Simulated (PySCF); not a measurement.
## [TaF4]+ at several levels of theory

Computed with PySCF 2.14.0 (density fitting, no spin-orbit coupling) at the geometry relaxed with BP86:

```xyz
5
[TaF4]+ (singlet)
Ta    0.0000    0.0000    0.0000
F     1.0554    1.0554    1.0554
F    -1.0554   -1.0554    1.0554
F     1.0554   -1.0554   -1.0554
F    -1.0554    1.0554   -1.0554
```

| level | basis | state | HOMO (eV) | gap (eV) | charge on Ta1 (e) | dipole about the centre of mass (D) | largest force component (eV/Å) |
| --- | --- | --- | --- | --- | --- | --- | --- |
| BP86 | Ta def2-SVP with ECP60, F def2-SVP | singlet | -17.58 | 7.14 | 1.57 | 0.00 | 0.02 |
| BP86 | Ta def2-TZVP with ECP60, F def2-TZVP | singlet | -17.58 | 7.26 | 1.80 | 0.00 | 0.20 |
| BP86 | Ta x2c-SVPall, F x2c-SVPall | singlet | -17.75 | 6.93 | 1.61 | 0.00 | 0.59 |

Charges are Mulliken's, which hang on the basis. The relaxation used the grid (50, 194), these runs (75, 302) or, all-electron (x2c bases, spin-free X2C Hamiltonian), (99, 590).

**Question.** Order these levels, in the first row's basis, by the HOMO–LUMO gap they give here, smallest first.
A. M06-L
B. PBE0
C. B3LYP
D. BLYP

**Answer.** D (7.14 eV), A (7.69 eV), C (9.39 eV), B (9.96 eV).

**Question.** And their other results?

**Answer.** 
```tsv
level	state	HOMO (eV)	gap (eV)	charge on Ta1 (e)	dipole about the centre of mass (D)	largest force component (eV/Å)
BLYP	singlet	-17.33	7.14	1.54	0.00	0.17
B3LYP	singlet	-19.25	9.39	1.74	0.00	0.21
M06-L	singlet	-18.06	7.69	1.91	0.00	0.17
PBE0	singlet	-19.64	9.96	1.79	0.00	0.44
```

In the first row's basis the gap widens with exact exchange: 7.1 to 7.7 eV for BLYP, BP86, M06-L (none); 9.4 to 10.0 eV for B3LYP, PBE0 (a fixed share).
